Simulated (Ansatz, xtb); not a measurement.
## Relative energy of two structures of F4H2In2

We compare I, a singlet given by its coordinates, with II, a singlet given by its coordinates. Both are isolated molecules in the gas phase, relaxed with PBE0-D4/def2-SVP.

I (Å):

```xyz
8

F     0.2834    1.4201    1.8282
F     3.3207    0.7490    1.2267
F     0.6633    0.0400   -0.3459
F     0.5101    3.1714   -0.8021
In    1.6450   -0.1840    1.5262
In   -0.5866    1.7394   -0.0847
H     1.2113   -1.5959    2.3466
H    -2.2354    1.3748   -0.1414
```

Close contacts (Å): F1–In5 2.13, F1–In6 2.13, F2–In5 1.94, F3–In5 2.13, F3–In6 2.13, F4–In6 1.94, In5–H7 1.69, In6–H8 1.69.

II (Å):

```yaml
atoms:
  - { symbol: F, position_ang: [-2.5550, 0.8027, 0.1897] }
  - { symbol: F, position_ang: [-2.0702, -2.3925, -0.4491] }
  - { symbol: F, position_ang: [-1.4624, 0.0694, -2.8281] }
  - { symbol: F, position_ang: [-0.0238, 0.1226, 0.1326] }
  - { symbol: In, position_ang: [-1.6014, -0.5999, -1.0152] }
  - { symbol: In, position_ang: [-0.9517, 1.6133, 1.4256] }
  - { symbol: H, position_ang: [-1.1376, 0.7970, 2.9061] }
  - { symbol: H, position_ang: [-0.5725, 3.0881, 0.6678] }
```

Close contacts (Å): F1–In5 2.08, F1–In6 2.18, F2–In5 1.94, F3–In5 1.94, F4–In5 2.08, F4–In6 2.18, In6–H7 1.70, In6–H8 1.70.

**Question.** Estimate which is lower in electronic energy at CCSD(T)/def2-SVP + ΔMP2/def2-TZVPP, and by roughly how much.

**Answer.** The CCSD(T)/def2-SVP + ΔMP2/def2-TZVPP calculation puts structure I lower, by 6.0 kcal/mol.

The same difference at several levels:

```tsv
level	geometry	E(II) − E(I) (kcal/mol)	departure from the last row (kcal/mol)	job, with rough time for the two
PBE0-D4/def2-SVP	PBE0-D4/def2-SVP	+6.0	0.0	optimisation, 54 s
HF/def2-SVP	PBE0-D4/def2-SVP	+5.3	−0.6	part of the CCSD(T) run
MP2/def2-SVP	PBE0-D4/def2-SVP	+4.6	−1.3	part of the CCSD(T) run
CCSD(T)/def2-SVP	PBE0-D4/def2-SVP	+4.8	−1.1	single point
CCSD(T)/def2-SVP + ΔMP2/def2-TZVPP	PBE0-D4/def2-SVP	+6.0		single point, 62 s
```

The levels shown agree on the order. The largest departure from CCSD(T)/def2-SVP + ΔMP2/def2-TZVPP is that of MP2/def2-SVP, 1.3 kcal/mol. Levels run at GFN2-xTB geometries aren't shown. The last row adds to CCSD(T) the change of the MP2 difference between the two basis sets, here +1.1 kcal/mol.

With thermal terms from frequencies at re-optimised GFN2-xTB minima (ideal gas, soft modes damped towards free rotors, one conformer each, 298.15 K, 1 atm): the zero-point term adds −0.3 kcal/mol; ΔH is +5.7 and ΔG +5.6 kcal/mol.

The correlated steps freeze 12 core orbitals; the filled d shell of In is correlated, in a basis made for valence electrons. Atoms past krypton carry core potentials in the def2 sets and no spin–orbit term is included. Run with Ansatz 0.2.0, xtb 6.7.1; the last row on 2 threads of Intel(R) Xeon(R) Platinum 8375C CPU @ 2.90GHz (Ice Lake) on a shared host.
